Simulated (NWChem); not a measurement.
Species: ammonia borane (BNH6); SMILES [BH3-][NH3+]

```xyz
8

B      0.0000     0.0000    -0.9333
N      0.0000     0.0000     0.7108
H     -1.0597    -0.5367    -1.2586
H      0.9947    -0.6494    -1.2586
H      0.0650     1.1861    -1.2586
H     -0.8011     0.5254     1.0891
H      0.8556     0.4311     1.0891
H     -0.0545    -0.9565     1.0891
```
Atoms are numbered in this order, from 1.

Level: PBE-D3(BJ)/def2-SVP (NWChem), optimised geometry, unscaled harmonic frequencies. 

```
frequency (cm⁻¹)  IR intensity (km/mol)
----------------  ---------------------
282                                 0.0
633                                 3.0
633                                 3.0
684                                 5.5
1028                               33.8
1028                               33.8
1117                                0.1
1117                                0.1
1129                               77.7
1259                               79.3
1581                               21.0
1581                               21.0
2370                               65.2
2450                              215.5
2450                              215.5
3372                                1.5
3483                               34.0
3483                               34.0
```

zero-point energy: 42.4 kcal/mol
thermal correction to the enthalpy at 298.15 K (with zero-point energy): 45.4 kcal/mol
heat capacity Cv: 12.2 cal/(mol K)
entropy at 298.15 K and 1 atm (symmetry number 3): 57.2 cal/(mol K)
dipole moment: 5.71 D

Rigid rotor and harmonic oscillator.
